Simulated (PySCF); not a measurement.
CH4B2Cl, CH6BSi, CH6BOSi, B2H5OSi and others (calculated)

Computed with PySCF 2.14.0. Calculation on a computer-drawn molecule: optimised geometry and harmonic frequencies of an isolated molecule of the commonest isotopes, restricted reference for singlets and unrestricted otherwise, frozen core in MP2.

Common to all runs: charge 1; multiplicity 1; basis cc-pV(D+d)Z.

```json
{"entry": 1, "formula": "CH4B2Cl", "start_structure": {"atoms_angstrom": [["B", -0.5427, 0.412, 2.1549], ["C", -1.0227, 0.8383, 0.7749], ["B", 0.1951, 1.6519, -0.1965], ["Cl", 0.214, 3.2942, -0.2848], ["H", -0.1083, 0.017, 3.1247], ["H", -1.8393, 1.6324, 0.9251], ["H", -1.4414, 0.1159, 0.197], ["H", 0.8969, 0.9043, -0.7248]]}, "given": {"method": "HF", "drawn_bonds_atom": [1, 2, 3, 1, 2, 2, 3], "drawn_bonds_other_atom": [2, 3, 4, 5, 6, 7, 8], "drawn_bonds_order": [1, 1, 1, 1, 1, 1, 1]}, "results": {"optimised_atom_element": ["B", "C", "B", "Cl", "H", "H", "H", "H"], "optimised_atom_x [angstrom]": [-0.5569, -0.9667, 0.05859, 0.9363, -0.2106, -1.92, -1.161, 0.1725], "optimised_atom_y [angstrom]": [0.6592, 0.7292, 1.6, 2.895, 0.5993, 1.29, -0.272, 1.365], "optimised_atom_z [angstrom]": [2.111, 0.6966, -0.2131, 0.5493, 3.232, 0.6691, 0.2922, -1.367], "modes_frequency [cm^-1]": [77.6, 131.7, 379.3, 500.3, 693.3, 761.2, 823.7, 928.2, 954.9, 1046, 1109, 1147, 1292, 1439, 2859, 2967, 3100, 3204], "modes_reduced_mass [dalton]": [2.038, 3.155, 2.446, 1.36, 1.155, 3.292, 1.764, 1.762, 1.768, 1.54, 1.315, 1.943, 1.894, 1.268, 1.097, 1.115, 1.067, 1.089], "rotational_constants [GHz]": [13.48, 3.813, 3.071], "total_energy [hartree]": -548.8071, "convergence_status_largest_gradient_component [hartree/bohr]": 1.989e-05}}
{"entry": 2, "formula": "CH6BSi", "start_structure": {"atoms_angstrom": [["B", -1.049, -0.8518, 0.456], ["C", -0.0657, -1.0451, -0.616], ["Si", 0.9943, -2.837, -0.3376], ["H", -1.7351, -0.7775, 1.3134], ["H", -0.5033, -1.2895, -1.5587], ["H", 0.7321, -0.3854, -0.7482], ["H", 1.7167, -2.555, 0.9816], ["H", 1.8312, -2.7581, -1.4661], ["H", 0.0041, -3.9115, -0.2437]]}, "given": {"method": "HF", "drawn_bonds_atom": [1, 2, 1, 2, 2, 3, 3, 3], "drawn_bonds_other_atom": [2, 3, 4, 5, 6, 7, 8, 9], "drawn_bonds_order": [1, 1, 1, 1, 1, 1, 1, 1]}, "results": {"optimised_atom_element": ["B", "C", "Si", "H", "H", "H", "H", "H", "H"], "optimised_atom_x [angstrom]": [-1.019, -0.05174, 1.017, -1.789, -0.5747, 0.6633, 1.733, 1.895, 0.05162], "optimised_atom_y [angstrom]": [-0.8631, -1.146, -2.8, -0.667, -1.267, -0.3131, -2.61, -2.839, -3.906], "optimised_atom_z [angstrom]": [0.441, -0.6043, -0.3186, 1.306, -1.564, -0.6749, 0.9507, -1.492, -0.2628], "modes_frequency [cm^-1]": [107.3, 189.8, 457.4, 543.3, 610.8, 630.0, 862.2, 878.2, 987.8, 1004, 1016, 1021, 1059, 1244, 1460, 2374, 2389, 2407, 2966, 3142, 3209], "modes_reduced_mass [dalton]": [1.191, 2.693, 1.092, 5.471, 1.077, 1.083, 1.36, 1.348, 1.09, 1.277, 1.042, 1.058, 1.225, 2.539, 1.363, 1.017, 1.055, 1.053, 1.118, 1.058, 1.101], "rotational_constants [GHz]": [26.91, 5.269, 4.794], "total_energy [hartree]": -354.6844, "convergence_status_largest_gradient_component [hartree/bohr]": 2.838e-05}}
{"entry": 3, "formula": "CH6BOSi", "start_structure": {"atoms_angstrom": [["B", -2.1451, 0.7, -2.4149], ["O", -1.8089, 0.1702, -1.4139], ["C", -1.3381, -0.4248, -0.2403], ["Si", 0.2558, 0.513, 0.4725], ["H", -2.4264, 1.1662, -3.4155], ["H", -1.1844, -1.4959, -0.3532], ["H", -2.2321, -0.3039, 0.5664], ["H", 0.4945, -0.257, 1.7121], ["H", 1.244, 0.2895, -0.6647], ["H", -0.1523, 1.8738, 0.6294]]}, "given": {"method": "HF", "drawn_bonds_atom": [1, 2, 3, 1, 3, 3, 4, 4, 4], "drawn_bonds_other_atom": [2, 3, 4, 5, 6, 7, 8, 9, 10], "drawn_bonds_order": [1, 1, 1, 1, 1, 1, 1, 1, 1]}, "results": {"optimised_atom_element": ["B", "O", "C", "Si", "H", "H", "H", "H", "H", "H"], "optimised_atom_x [angstrom]": [-2.171, -1.8, -1.347, 0.25, -2.529, -1.216, -2.218, 0.5827, 1.264, -0.1073], "optimised_atom_y [angstrom]": [0.687, 0.2022, -0.4306, 0.4624, 1.16, -1.474, -0.3102, -0.2307, 0.2872, 1.877], "optimised_atom_z [angstrom]": [-2.485, -1.448, -0.1329, 0.4862, -3.493, -0.4025, 0.5027, 1.739, -0.5663, 0.6775], "modes_frequency [cm^-1]": [110.0, 110.8, 176.0, 269.4, 513.5, 540.3, 684.8, 768.5, 829.8, 833.5, 894.4, 991.8, 1005, 1026, 1304, 1391, 1540, 1929, 2364, 2374, 2386, 3028, 3284, 3371], "modes_reduced_mass [dalton]": [1.401, 3.233, 2.048, 4.381, 3.075, 1.042, 2.499, 2.196, 1.358, 1.354, 1.373, 1.108, 1.044, 1.045, 1.071, 1.229, 1.078, 4.633, 1.017, 1.054, 1.053, 1.201, 1.057, 1.114], "rotational_constants [GHz]": [17.45, 2.858, 2.571], "total_energy [hartree]": -429.6010, "convergence_status_largest_gradient_component [hartree/bohr]": 2.195e-05}}
{"entry": 4, "formula": "B2H5OSi", "start_structure": {"atoms_angstrom": [["B", 1.3722, 0.3377, 0.843], ["O", 0.8683, 0.8137, -0.1413], ["Si", 0.0696, 1.521, -1.7504], ["B", -1.7652, 1.9608, -1.3771], ["H", 1.8015, -0.0346, 1.7344], ["H", 0.46, 0.3054, -2.5547], ["H", 1.1878, 2.5292, -1.9367], ["H", -2.1126, 1.7729, -0.2802], ["H", -2.4218, 2.4153, -2.1911]]}, "given": {"method": "HF", "drawn_bonds_atom": [1, 2, 3, 1, 3, 3, 4, 4], "drawn_bonds_other_atom": [2, 3, 4, 5, 6, 7, 8, 9], "drawn_bonds_order": [1, 1, 1, 1, 1, 1, 1, 1]}, "results": {"optimised_atom_element": ["B", "O", "Si", "B", "H", "H", "H", "H", "H"], "optimised_atom_x [angstrom]": [1.383, 0.8852, 0.1787, -1.751, 1.862, 0.4078, 1.117, -2.231, -2.391], "optimised_atom_y [angstrom]": [0.3511, 0.7961, 1.468, 1.966, -0.07871, 0.3178, 2.57, 1.804, 2.427], "optimised_atom_z [angstrom]": [0.8484, -0.1609, -1.732, -1.347, 1.825, -2.612, -1.966, -0.2678, -2.241], "modes_frequency [cm^-1]": [110.5, 145.5, 177.5, 230.2, 449.2, 456.6, 621.3, 690.0, 751.2, 847.0, 849.2, 921.6, 970.2, 1011, 1246, 1869, 2391, 2408, 2728, 2834, 3023], "modes_reduced_mass [dalton]": [2.909, 2.562, 1.119, 3.615, 1.172, 8.625, 2.253, 1.842, 1.075, 1.376, 1.385, 1.132, 1.362, 1.077, 1.136, 5.049, 1.029, 1.055, 1.05, 1.13, 1.191], "rotational_constants [GHz]": [13.92, 3.351, 2.791], "total_energy [hartree]": -415.8686, "convergence_status_largest_gradient_component [hartree/bohr]": 2.07e-05}}
{"entry": 5, "formula": "Al2BH4O", "start_structure": {"atoms_angstrom": [["B", -0.6443, -0.1996, -2.6355], ["Al", -0.2214, 1.8446, -2.0539], ["O", -0.1505, 2.2413, -0.2755], ["Al", -1.6943, 2.5632, 0.4392], ["H", -0.9528, -1.1908, -2.801], ["H", 0.6613, 2.4722, -3.1353], ["H", -1.9803, 1.6097, 1.688], ["H", -2.7994, 3.4618, 0.0837]]}, "given": {"method": "HF", "drawn_bonds_atom": [1, 2, 3, 1, 2, 4, 4], "drawn_bonds_other_atom": [2, 3, 4, 5, 6, 7, 8], "drawn_bonds_order": [1, 1, 1, 1, 1, 1, 1]}, "results": {"optimised_atom_element": ["B", "Al", "O", "Al", "H", "H", "H", "H"], "optimised_atom_x [angstrom]": [-0.6368, -0.01573, -0.9961, -1.864, -0.9961, 1.153, -1.291, -3.136], "optimised_atom_y [angstrom]": [-0.2967, 1.72, 2.028, 2.624, -1.357, 2.401, 2.208, 3.474], "optimised_atom_z [angstrom]": [-2.844, -2.027, -0.7463, 0.6252, -3.238, -2.782, 2.019, 0.3018], "modes_frequency [cm^-1]": [20.52, 92.4, 125.9, 175.6, 441.7, 480.6, 536.5, 603.5, 610.2, 665.6, 670.9, 729.3, 829.6, 1116, 2056, 2068, 2125, 2875], "modes_reduced_mass [dalton]": [1.084, 3.99, 3.424, 4.748, 1.174, 5.664, 6.307, 1.29, 1.207, 1.232, 1.284, 1.299, 1.096, 14.68, 1.02, 1.066, 1.046, 1.097], "rotational_constants [GHz]": [12.48, 1.955, 1.737], "total_energy [hartree]": -585.4952, "convergence_status_largest_gradient_component [hartree/bohr]": 1.571e-05}}
{"entry": 6, "formula": "Al2BH5N", "start_structure": {"atoms_angstrom": [["B", -1.3261, -1.0159, -0.9899], ["N", 0.0394, -1.3712, -1.1812], ["Al", 0.9281, -0.8001, 0.2348], ["Al", -0.2255, 0.1283, 2.3427], ["H", -2.4765, -0.8488, -0.682], ["H", 0.5024, -1.7522, -1.9311], ["H", 2.6727, -0.8283, 0.4059], ["H", -1.1794, 1.1485, 1.9803], ["H", -0.8878, -1.0633, 3.2906]]}, "given": {"method": "HF", "drawn_bonds_atom": [1, 2, 3, 1, 2, 3, 4, 4], "drawn_bonds_other_atom": [2, 3, 4, 5, 6, 7, 8, 9], "drawn_bonds_order": [1, 1, 1, 1, 1, 1, 1, 1]}, "results": {"optimised_atom_element": ["B", "N", "Al", "Al", "H", "H", "H", "H", "H"], "optimised_atom_x [angstrom]": [-1.277, -0.02313, 1.004, -0.449, -2.415, 0.5469, 2.443, -1.953, 0.1703], "optimised_atom_y [angstrom]": [-0.9248, -1.166, -0.9615, -0.07221, -0.6895, -1.508, -1.419, 0.1799, 0.1586], "optimised_atom_z [angstrom]": [-1.365, -1.142, 0.5492, 2.566, -1.507, -1.908, 0.135, 2.157, 3.984], "modes_frequency [cm^-1]": [63.59, 114.1, 133.4, 207.1, 336.2, 374.0, 420.4, 478.9, 560.0, 590.8, 649.8, 801.7, 835.4, 836.9, 1066, 1647, 1993, 2056, 2066, 2999, 3691], "modes_reduced_mass [dalton]": [3.723, 1.402, 1.576, 2.809, 6.271, 1.115, 1.359, 6.621, 1.162, 1.253, 1.06, 1.086, 1.353, 1.295, 1.219, 5.424, 1.036, 1.046, 1.047, 1.151, 1.076], "rotational_constants [GHz]": [7.193, 2.205, 1.688], "total_energy [hartree]": -565.6743, "convergence_status_largest_gradient_component [hartree/bohr]": 2.175e-05}}
{"entry": 7, "formula": "Al2BH3N", "start_structure": {"atoms_angstrom": [["B", 0.3804, 0.3599, 2.1045], ["N", -0.4879, -0.2222, 1.4303], ["Al", -1.7937, -1.0646, 0.6536], ["Al", -3.7952, -2.2586, -0.6151], ["H", 1.2446, 0.9316, 2.6613], ["H", -3.8188, -2.0628, -2.1926], ["H", -4.7782, -3.1435, 0.1972]]}, "given": {"method": "HF", "drawn_bonds_atom": [1, 2, 3, 1, 4, 4], "drawn_bonds_other_atom": [2, 3, 4, 5, 6, 7], "drawn_bonds_order": [1, 2, 1, 1, 1, 1]}, "results": {"optimised_atom_element": ["B", "N", "Al", "Al", "H", "H", "H"], "optimised_atom_x [angstrom]": [0.3769, -0.5582, -1.818, -3.803, 1.241, -3.771, -4.717], "optimised_atom_y [angstrom]": [0.3515, -0.24, -1.037, -2.292, 0.8983, -2.027, -3.114], "optimised_atom_z [angstrom]": [2.077, 1.463, 0.636, -0.6674, 2.644, -2.201, 0.2882], "modes_frequency [cm^-1]": [79.84, 82.78, 188.7, 192.9, 264.5, 419.9, 570.8, 751.5, 822.4, 842.2, 842.3, 1875, 2075, 2112, 3003], "modes_reduced_mass [dalton]": [4.376, 5.102, 5.012, 6.155, 12.0, 1.163, 1.132, 1.066, 10.17, 1.357, 1.357, 5.778, 1.018, 1.068, 1.173], "rotational_constants [GHz]": [121.2, 1.376, 1.36], "total_energy [hartree]": -564.5375, "convergence_status_largest_gradient_component [hartree/bohr]": 1.252e-05}}
{"entry": 8, "formula": "Al2BH3N", "start_structure": {"atoms_angstrom": [["B", 0.3769, 0.3515, 2.0766], ["N", -0.5582, -0.24, 1.4627], ["Al", -1.8177, -1.0367, 0.636], ["Al", -3.8035, -2.2922, -0.6674], ["H", 1.2413, 0.8983, 2.6442], ["H", -3.7706, -2.0271, -2.201], ["H", -4.7171, -3.114, 0.2882]]}, "given": {"method": "MP2", "drawn_bonds_atom": [1, 2, 3, 1, 4, 4], "drawn_bonds_other_atom": [2, 3, 4, 5, 6, 7], "drawn_bonds_order": [1, 2, 1, 1, 1, 1]}, "results": {"optimised_atom_element": ["B", "N", "Al", "Al", "H", "H", "H"], "optimised_atom_x [angstrom]": [0.3951, -0.5569, -1.837, -3.823, 1.266, -3.77, -4.724], "optimised_atom_y [angstrom]": [0.363, -0.2392, -1.049, -2.304, 0.9142, -2.025, -3.12], "optimised_atom_z [angstrom]": [2.088, 1.464, 0.6251, -0.6798, 2.659, -2.212, 0.2941], "modes_frequency [cm^-1]": [70.16, 72.78, 156.0, 160.4, 259.0, 402.6, 554.5, 717.7, 754.0, 754.3, 766.1, 1770, 2041, 2087, 2917], "modes_reduced_mass [dalton]": [4.343, 4.966, 5.611, 6.986, 11.83, 1.15, 1.128, 1.082, 1.337, 1.336, 9.008, 5.999, 1.017, 1.069, 1.165], "rotational_constants [GHz]": [119.5, 1.356, 1.341], "total_energy [hartree]": -564.8669, "convergence_status_largest_gradient_component [hartree/bohr]": 1.735e-05}}
```
